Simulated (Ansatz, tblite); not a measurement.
Forces on the cluster Cu₁₂Mo at its PBE-D4/def2-SVP geometry. The state is a singlet with charge 0.

In the def2 sets Mo takes a core potential; there is no spin–orbit coupling. The xTB rows come from tblite. Single mean-field runs in def2-TZVP are fitted with def2-universal-jkfit. The restricted singlet is unstable towards broken spin symmetry at other levels; at PBE-D4/def2-TZVP this wasn't settled. Another isomer (singlet) lies 0.29 eV lower at PBE0-D4/def2-TZVP; other spin states weren't run for this one.

GFN1-xTB (tblite), largest force 1.40 eV/Å:

```xyz
13
positions Å, forces eV/Å
Mo    0.237   -1.878   -1.657   -0.106    0.755    0.093
Cu    2.077    1.614   -0.336    0.407    0.476    0.040
Cu    0.229   -1.221    3.129    0.037    0.047    0.146
Cu   -0.095    0.730   -0.777   -0.267    1.297   -0.461
Cu   -1.836    1.411    0.754   -0.289    0.399    0.150
Cu   -1.765   -0.620    1.933   -0.421   -0.054    0.471
Cu    0.451    0.538    1.544    0.242    0.665    0.985
Cu    0.185    2.746    0.606    0.020    0.203    0.346
Cu   -0.049   -1.769    0.787    0.228   -1.314   -0.005
Cu    1.912   -0.751   -0.172    0.748   -0.710   -0.191
Cu   -1.879   -0.837   -0.567   -0.751   -0.698   -0.513
Cu    1.527    0.159   -2.430    0.328   -0.572   -0.536
Cu   -0.994   -0.121   -2.814   -0.176   -0.494   -0.526
```

PBE-D4/def2-TZVP (Ansatz), largest force 0.40 eV/Å:

```
Mo 0.015 -0.051 0.082
Cu 0.285 0.169 -0.007
Cu 0.124 -0.138 0.350
Cu -0.033 0.061 -0.107
Cu -0.271 0.228 0.008
Cu -0.272 -0.117 0.211
Cu 0.094 0.096 0.110
Cu -0.003 0.335 0.063
Cu 0.064 -0.272 -0.042
Cu 0.225 -0.209 -0.005
Cu -0.244 -0.146 -0.142
Cu 0.172 0.005 -0.265
Cu -0.156 0.039 -0.258
```
